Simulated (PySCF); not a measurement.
The complex [Cr(H2O)6]3+ (charge +3) contains Cr(III), shell d3. The structure is a PBE0-D3(BJ)/def2-SVP, IEF-PCM water geometry optimised for multiplicity 4; coordination octahedral, point group C1, metal–donor distances 1.95 Å.

Method (PySCF 2.14, density fitting): CASSCF(3,5) with orbitals averaged over all microstates of the shell, strongly contracted NEVPT2 on the averaged canonical orbitals; basis x2c-TZVPall on the metal, x2c-SVPall elsewhere; spin-free X2C; IEF-PCM water; spin-orbit coupling by state interaction with the mean-field operator over all roots.

CASSCF energies above the lowest CASSCF root:

| state | CASSCF / cm⁻¹ |
| --- | --- |
| 4A2g-like | 0 |
| 4T2g-like | 16511 |
| 4T2g-like | 16520 |
| 4T2g-like | 16536 |
| 2Eg-like | 19215 |
| 2Eg-like | 19216 |
| 2T1g-like | 20233 |
| 2T1g-like | 20234 |
| 2T1g-like | 20234 |
| 4T1g-like | 25419 |
| 4T1g-like | 25437 |
| 4T1g-like | 25448 |
| 2T2g-like | 27891 |
| 2T2g-like | 27892 |
| 2T2g-like | 27893 |
| 2A1g-like | 32472 |
| 2T2g-like | 35392 |
| 2T2g-like | 35397 |
| 2T2g-like | 35408 |
| 2T1g-like | 36406 |
| 2T1g-like | 36412 |
| 2T1g-like | 36423 |

Q: How does dynamic correlation (SC-NEVPT2) move these states?

A: 
| state | NEVPT2 / cm⁻¹ | shift / cm⁻¹ |
| --- | --- | --- |
| 4A2g-like | 0 | 0 |
| 4T2g-like | 18896 | +2385 |
| 4T2g-like | 18906 | +2386 |
| 4T2g-like | 18926 | +2390 |
| 2Eg-like | 17435 | -1780 |
| 2Eg-like | 17435 | -1781 |
| 2T1g-like | 18501 | -1732 |
| 2T1g-like | 18502 | -1732 |
| 2T1g-like | 18503 | -1731 |
| 4T1g-like | 27417 | +1999 |
| 4T1g-like | 27441 | +2004 |
| 4T1g-like | 27448 | +2000 |
| 2T2g-like | 25777 | -2114 |
| 2T2g-like | 25776 | -2116 |
| 2T2g-like | 25777 | -2116 |
| 2A1g-like | 33260 | +788 |
| 2T2g-like | 36160 | +768 |
| 2T2g-like | 36165 | +768 |
| 2T2g-like | 36181 | +773 |
| 2T1g-like | 36934 | +528 |
| 2T1g-like | 36943 | +530 |
| 2T1g-like | 36957 | +534 |

NEVPT2 lifts 4T2g-like from 16520 to 18906 cm⁻¹; on the d shell alone it tends to overshoot states that fill the eg-type orbitals. NEVPT2 on the d shell alone tends to put d–d bands too high for such charged or covalently bound ions.
